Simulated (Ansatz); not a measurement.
`[CH3][In]([CH3])[SiH3]`. Total charge 0; spin multiplicity 1. In: def2 effective core potential. Geometry: relaxed with PBE0-D4/def2-TZVP.

```xyz
13

C     1.705   -0.132    1.440
In    0.128    0.034   -0.031
C     0.718    0.293   -2.095
Si   -2.363   -0.130    0.643
H     1.318   -0.133    2.459
H     2.258   -1.061    1.275
H     2.409    0.695    1.326
H    -0.132    0.508   -2.742
H     1.205   -0.619   -2.450
H     1.443    1.106   -2.177
H    -2.618    0.347    2.032
H    -2.813   -1.552    0.584
H    -3.258    0.645   -0.264
```

What is the dipole moment at B3LYP/def2-TZVPP? (An estimate is asked.)

Ansatz gave: 1.03 D, with components (0.99, 0.10, -0.26) D in this frame, pointing from negative to positive charge.

And with PBE, r2SCAN, ωB97M-V? (An estimate is asked.)

The calculation gave: PBE 1.10 D, r2SCAN 1.04 D, ωB97M-V 0.99 D.

Give the Mulliken charges with B3LYP, PBE, ωB97M-V in def2-TZVPP. (Best estimate.)

The calculation gave: 
```tsv
atom	B3LYP	PBE	ωB97M-V
C1	-0.58	-0.57	-0.62
In2	0.72	0.70	0.59
C3	-0.58	-0.57	-0.62
Si4	0.01	-0.07	-0.04
H5	0.11	0.12	0.13
H6	0.10	0.10	0.12
H7	0.10	0.11	0.12
H8	0.11	0.12	0.13
H9	0.10	0.10	0.12
H10	0.10	0.11	0.12
H11	-0.06	-0.05	-0.03
H12	-0.07	-0.05	-0.03
H13	-0.06	-0.05	-0.03
```

B3LYP here is the variant with VWN-RPA as its local correlation; programs differ in this.
